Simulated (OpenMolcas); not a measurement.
# Setting up BI3 (boron triiodide) in OpenMolcas

BI3 has 4 atoms, charge 0, and is taken as a singlet. As SMILES, `IB(I)I`. The coordinates come from a PBE0-D4/def2-TZVP relaxation.

```xyz
4

I    -1.3085   -0.2952    1.6156
B     0.0139   -0.0151   -0.0051
I     1.8768   -1.0063   -0.0303
I    -0.5265    1.2563   -1.6005
```

Settings wanted:

```json
{"method": "HF", "reference": "RHF", "relativity": "none", "integral approximation": "none", "basis set": "def2-SVP", "task": "gradient", "nucleus": "point", "SCF convergence threshold": "1e-10"}
```

Problem. Write the OpenMolcas 26.06 input and the command.

Solution. One that was run (others would do as well):

mol.xyz:
```
4

I     -1.308500    -0.295200     1.615600
B      0.013900    -0.015100    -0.005100
I      1.876800    -1.006300    -0.030300
I     -0.526500     1.256300    -1.600500
```

test.input:
```
* BI3 Hartree-Fock

&GATEWAY
  BasLib
  $CurrDir
  Coord
  mol.xyz
  Basis
  def2-SVP
  Group
  NoSym

&SEWARD

&SCF
  Thresholds
  1e-10 1e-07 1e-07 1e-05
  PrOrbitals
  1 2

&ALASKA
```

```bash
$ export MOLCAS_MEM=1860
$ pymolcas test.input > test.log
```

(Basis files named in the input come from the Basis Set Exchange and aren't shown.)

Calculated total energy: -914.68932 Eh, largest force 0.532 eV/Å.
